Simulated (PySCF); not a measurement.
fluoroethane (C₂H₅F), SMILES CCF. Atoms are numbered in the order given.

```xyz
8

C     -0.2253     1.1954     0.0000
C      0.5487    -0.1028     0.0000
F     -0.3396    -1.1938     0.0000
H      0.4726     2.0463     0.0000
H     -0.8612     1.2710    -0.8927
H     -0.8612     1.2710     0.8927
H      1.1828    -0.1997     0.8963
H      1.1828    -0.1997    -0.8963
```
Charge 0, spin multiplicity 1.

Geometry optimised at PBE-D3(BJ)/def2-TZVP.

Two levels are set side by side: PBE/pcSseg-2 (PySCF) and HF/pcSseg-2 (PySCF). GIAO shifts against CFCl3 (¹⁹F), TMS (¹H), TMS (¹³C) at the same level; non-relativistic, no solvent, atoms listed together averaged. Differences are taken from unrounded values.

```
quantity                   HF     PBE  PBE minus HF
---------------------  ------  ------  ------------
δ(¹³C) of C1 (ppm)       20.3    20.7           0.4
δ(¹³C) of C2 (ppm)       80.6    92.7          12.0
δ(¹⁹F) of F3 (ppm)     -194.7  -253.0         -58.3
δ(¹H) of H7, H8 (ppm)    4.54    4.98          0.43
```

Rough cost on one machine, each run with all the roots and properties that it gave: HF against PBE within a factor of 2.
